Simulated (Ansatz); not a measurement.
`C[N]=[W](=[O])([OH])[F]` and `C[N]=[W](=[O])([OH])[O]C` differ in one atom or group.

Ansatz, PBE0-D4/def2-TZVP geometries, multiplicity 1. Each molecule was computed in one conformer, which needn't be the lowest.

Elements past krypton have def2 core potentials.

| property | `C[N]=[W](=[O])([OH])[F]` |
| --- | --- |
| HOMO energy (PBE/def2-TZVPP) / eV | -6.40 |
| HOMO–LUMO gap (B3LYP/def2-TZVPP) / eV | 6.09 |
| HOMO energy (PBE0/def2-TZVPP) / eV | -7.79 |
| LUMO energy (B3LYP/def2-TZVPP) / eV | -1.49 |
| size of the dipole moment (ωB97M-V/def2-TZVPP) / D | 3.62 |
| zero-point energy (PBE0-D4/def2-TZVP) / kJ/mol | 161.2 |

Task: What does the change do to each property? (An estimate is asked.)

Result: Computed: 
| property | `C[N]=[W](=[O])([OH])[O]C` | shift |
| --- | --- | --- |
| HOMO energy (PBE/def2-TZVPP) / eV | -6.05 | 0.35 |
| HOMO–LUMO gap (B3LYP/def2-TZVPP) / eV | 6.32 | 0.23 |
| HOMO energy (PBE0/def2-TZVPP) / eV | -7.42 | 0.37 |
| LUMO energy (B3LYP/def2-TZVPP) / eV | -0.88 | 0.61 |
| size of the dipole moment (ωB97M-V/def2-TZVPP) / D | 4.09 | 0.47 |
| zero-point energy (PBE0-D4/def2-TZVP) / kJ/mol | 265.0 | 103.8 |

With PBE0 the HOMO rises by 0.37 eV and the LUMO rises by 0.59 eV, so the gap widens by about 0.22 eV. PBE moves the HOMO by 0.35 eV and ωB97M-V by 0.36 eV. The zero-point energy changes by 103.8 kJ/mol with +12 modes. Dipoles are sizes alone; their direction can turn.

Positive LUMOs are unbound, so they and the gaps depend on the basis.

B3LYP here is the variant with VWN-RPA as its local correlation; programs differ in this.
